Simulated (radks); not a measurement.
O I, configuration [He] 2s2 2p4. Method: non-relativistic Kohn-Sham, revPBE, spin-polarised, spherical densities, point nucleus; open shells are filled with parallel spins first; computed with a radial shooting solver on a logarithmic mesh with Libxc functionals.

Normalised radial functions P(r) = r R(r), r in bohr:

r	1s up	1s down
0.01822	0.6802	0.6813
0.02038	0.7478	0.7489
0.02262	0.8151	0.8163
0.0253	0.8924	0.8937
0.02807	0.9685	0.9700
0.03115	1.0486	1.0502
0.03484	1.1389	1.1406
0.03866	1.2259	1.2277
0.0429	1.3152	1.3171
0.04798	1.4128	1.4149
0.05324	1.5037	1.5059
0.05907	1.5932	1.5955
0.06607	1.6862	1.6886
0.07332	1.7672	1.7698
0.08135	1.8409	1.8435
0.09099	1.9093	1.9119
0.101	1.9598	1.9624
0.112	1.9950	1.9976
0.1253	2.0131	2.0155
0.139	2.0088	2.0110
0.1543	1.9823	1.9842
0.1726	1.9274	1.9289
0.1915	1.8514	1.8525
0.2142	1.7432	1.7438
0.2376	1.6202	1.6202
0.2637	1.4784	1.4778
0.2949	1.3094	1.3082
0.3273	1.1429	1.1412
0.3631	0.9732	0.9710
0.4062	0.7942	0.7913
0.4507	0.6377	0.6343
0.5001	0.4955	0.4920
0.5594	0.3627	0.3594
0.6207	0.2603	0.2575
0.6887	0.1787	0.1765
0.7703	0.1128	0.1112
0.8547	0.0695	0.0685
0.9484	0.0403	0.0397
1.061	0.0208	0.0205
1.177	0.0105	0.0103
1.306	0.0048	0.0047
1.461	0.0019	0.0019
1.621	0.0007	0.0007
1.813	0.0002	0.0002
2.012	0.0001	0.0001
2.232	0.0000	0.0000
2.497	0.0000	0.0000
2.771	0.0000	0.0000
3.074	0.0000	0.0000
3.438	0.0000	0.0000
3.815	0.0000	0.0000
4.234	0.0000	0.0000
4.735	0.0000	0.0000
5.254	0.0000	0.0000

1s up: eigenvalue -514.63 eV, 0 radial nodes, <r> = 0.200 bohr, 90 % of the charge inside 0.358 bohr. 1s down: eigenvalue -513.47 eV, 0 radial nodes, <r> = 0.199 bohr, 90 % of the charge inside 0.357 bohr.
